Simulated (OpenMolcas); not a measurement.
# Sb⁴⁺: effect of the basis set

| Item | Value |
| --- | --- |
| Program | OpenMolcas |
| Method | SS-CASPT2, IPEA 0.25 Eh, imaginary shift 0.1 Eh (closed shells correlated: 4d) |
| Active space | 1 electron in 4 orbitals (5s 5p) |
| State averaging | 2S+1 = 2 even, 1 root; 2S+1 = 2 odd, 3 roots |
| Spin-orbit coupling | state interaction with AMFI integrals over the reference wave functions, term energies averaged over their components |

A. ANO-R1 [6s5p3d1f], X2C, finite nucleus; CASPT2 step roughly 0.5 core-seconds
B. ANO-RCC-VDZP [6s5p3d1f], DKH2, point nucleus; CASPT2 step about 0.7 core-seconds
C. ANO-R2 [7s6p4d2f1g], X2C, finite nucleus; CASPT2 step roughly 0.8 core-seconds
D. ANO-RCC-VTZP [7s6p4d2f1g], DKH2, point nucleus; CASPT2 step about 1.4 core-seconds
E. ANO-RCC-VQZP [8s7p5d3f2g], DKH2, point nucleus; CASPT2 step roughly 2.1 core-seconds
F. ANO-R3 [8s7p5d3f2g1h], X2C, finite nucleus; CASPT2 step roughly 1.6 core-seconds

Energies in cm-1 above 5s 2S 1/2, the measured ground level; measured values from Moore, Atomic Energy Levels, vol. III, NSRDS-NBS 35 (1971 reprint of NBS Circular 467, 1958).

| Level | A | B | C | D | E | F | Measured |
| --- | --- | --- | --- | --- | --- | --- | --- |
| 5s 2S 1/2 | 0.0 | 0.0 | 0.0 | 0.0 | 0.0 | 0.0 | 0.0 |
| 5p 2P* 1/2 | 77057 | 82301 | 81914 | 83399 | 82939 | 83217 | 81566 |
| 5p 2P* 3/2 | 85661 | 89970 | 89398 | 91486 | 90184 | 90549 | 90553 |

Deviations, from unrounded energies. A percentage is the sum of absolute deviations over the sum of measured energies, with the sign that they share, or ± where signs differ.

```json
{"Against measurement": "mean absolute deviation (cm-1)", "Levels": "2", "A": "4700", "B": "660", "C": "750", "D": "1400", "E": "870", "F": "830"}
{"Against measurement": "other configurations (%)", "Levels": "2", "A": "-5.5", "B": "±0.8", "C": "±0.9", "D": "+1.6", "E": "±1.0", "F": "±1.0"}
```

B lies closest to measurement on these levels and A furthest from it. The largest miss of B in the table is 5p 2P* 1/2, by +730 cm-1. The ranking rests on the paired levels alone, and a cruder setting can come out closer through cancelling errors.

Among A to F the level of the table that moves most is 5p 2P* 1/2, by 6300 cm-1 (lowest in A, highest in D).

With one active electron, CASPT2 adds the correlation within the correlated inactive shells and between them and that electron, and leaves the splitting within a term as the reference gives it. The basis is small and was not contracted for so high a charge (holds for A; B). Measured partners are found by configuration, term and J. A level has none where our copy of the source lacks it or the pairing is in doubt (some pairs that miss far off the trend of their configuration count as doubtful), and it then counts in no deviation. Only configurations of the active space appear.

* marks odd parity.
